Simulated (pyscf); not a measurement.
H₂Si=AsH + AsH₃ → H₃Si–AsH–AsH₂ (addition across a multiple bond or ene-type step; singlet surface; As–H broken, As–As, H–Si formed). Optimised with ωB97X-D3(BJ)/def2-SVP in PySCF. Rate constants from transition-state theory at the high-pressure limit, ωB97M-D3(BJ)/def2-TZVP energies (ideal gas, 1 atm, RRHO with modes under 100 cm⁻¹ raised to 100, one conformer, R ln 2 for chiral ones without a mode under 150 cm⁻¹; no tunnelling), k in cm³ molecule⁻¹ s⁻¹.

```csv
T (K),1000/T,log10 k
298,3.354,-30.11
600,1.667,-21.59
900,1.111,?
1200,0.833,-16.88
```

### Question
Fit an Arrhenius line to the three values, give the activation energy, and predict k at 900 K.

### Answer
Least squares gives log10 k = -12.67 − 5.22 × 1000/T, so Ea = 5.22 × ln 10 × 1.987 = 23.9 kcal/mol, against an electronic barrier of 22.4. At 900 K the line gives -18.47; the computed value is -18.53 (ΔG‡ = 53.1 kcal/mol), a factor 1.1 under the line, since the plot is curved. From the product side, H₃Si–AsH• + AsH₂• lies, by one bond made or cut, 10.7 kcal/mol under this saddle at ωB97M-D3(BJ)/def2-TZVP. This is the saddle that the search found; another between the same sides may lie lower. Elements up to Kr have no core potential and no relativistic terms here.
